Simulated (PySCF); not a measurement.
Consider `C[O][Co][O]C` (C2H6CoO2, quartet). Optimised structure (Å), atoms numbered from 1:
```
Co    0.2640   -0.0045   -0.0212
O     0.2466   -0.9431    1.4099
C     0.0618   -1.6320    2.5906
H    -0.8442   -2.2863    2.5508
H    -0.0674   -0.9385    3.4582
H     0.9359   -2.2900    2.8211
O     0.2026    0.9379   -1.4500
C    -0.1256    1.6343   -2.5957
H    -1.1332    2.1130   -2.5182
H    -0.1429    0.9676   -3.4933
H     0.6123    2.4480   -2.8034
```

Computed at PBE0-D3(BJ)/ma-def2-SVP // BP86-D3(BJ)/def2-SVP with PySCF (density fitting, grid level 2). The prefix ma- adds one diffuse s and one diffuse p function on all atoms but H. Thermal corrections: GFN2-xTB frequencies, unscaled, ideal gas at 298.15 K and 1 bar, quasi-RRHO entropy. These were taken at the GFN2-xTB minima.

(1) What are the vertical and the adiabatic ionisation energy for forming the triplet cation?

(2) Where does the unpaired spin of the relaxed triplet cation sit?

(3) What are the vertical and the adiabatic ionisation energy for forming the quintet cation?

(4) Where does the unpaired spin of the relaxed quintet cation sit?

(5) Which spin state does oxidation lead to?

Results:

(1) 9.06 eV vertical and 9.04 eV adiabatic, the latter with zero-point energy.

(2) Co1 (Co) 2.38, O2 (oxygen) -0.13, O7 (oxygen) -0.13 (intrinsic atomic orbital populations).

(3) 8.37 eV vertical and 8.33 eV adiabatic, the latter with zero-point energy.

(4) Co1 (Co) 2.85, O2 (oxygen) 0.51, O7 (oxygen) 0.51 (intrinsic atomic orbital populations).

(5) The quintet, 0.71 eV below the triplet.

Caveats: ma-def2-SVP is a small basis, whose errors can reach tens of kJ/mol; spin-orbit coupling is left out of the energies, which matters for open shells on the heavier atoms; the relaxed quintet cation lies 0.02 eV above the vertical state at this level, which can't hold for one state at its own minimum: the structure, made at another level, misses this level's minimum; the product is spin contaminated.
